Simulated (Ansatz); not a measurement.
Ansatz (an electronic-structure program) input:

Ansatz 0.2 input:
```yaml
crystal:
  periodic: [false, false, false]
  atoms:
    - {symbol: S, position_ang: [-1.04451313, -0.71826029, 0.05842347]}
    - {symbol: S, position_ang: [0.96485529, -0.57909831, 0.34081460]}
    - {symbol: O, position_ang: [1.40549686, 0.71998897, 0.00422500]}
    - {symbol: H, position_ang: [-1.30747481, 0.53075305, -0.37662439]}
basis:
  gaussian:
    orbitals: def2-TZVP
hamiltonian:
  xc: b3lyp
  dispersion: d3bj
total_charge: 1
relax: {f_tol: 0.002, max_steps: 150}
```

Problem. Which total energy does the run end on?

Solution. -871.95276 Eh (B3LYP-D3(BJ)/def2-TZVP). The basis has 111 functions.

It need not be the lowest isomer of its formula.
